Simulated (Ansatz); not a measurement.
Relaxation of F₃Y (4 atoms, charge 0, multiplicity 1), to a largest force component of 0.02 eV/Å in at most 40 steps.

Method: Ansatz 0.2.0, UKS PBE0/def2-SVP.

```xyz
4
Properties=species:S:1:pos:R:3
F 0.098 0.599 2.162
Y -0.521 -0.284 -0.274
F 1.213 -2.109 -0.502
F -0.735 1.733 -1.406
```

**Question.** Where does it end, and by what steps?

**Answer.** It converged. After 5 steps the energy has fallen by 5.364 eV; Y2 moved furthest, 0.63 Å.

```
step  energy less start (eV)  largest force component (eV/Å)  accepted
   0                  0.0000                           4.211       yes
   1                 -3.0075                           3.888       yes
   2                 -4.9687                           1.715       yes
   3                 -5.2339                           1.226       yes
   4                 -5.3622                           0.080       yes
   5                 -5.3640                           0.005       yes
```

```xyz
4
Properties=species:S:1:pos:R:3
F -0.062 0.434 1.936
Y -0.009 -0.026 -0.004
F 0.823 -1.739 -0.598
F -0.696 1.271 -1.354
```

Run time: 27 s on 2 threads of Arm Neoverse N1, with other jobs on the host, peak memory 0.2 GiB.
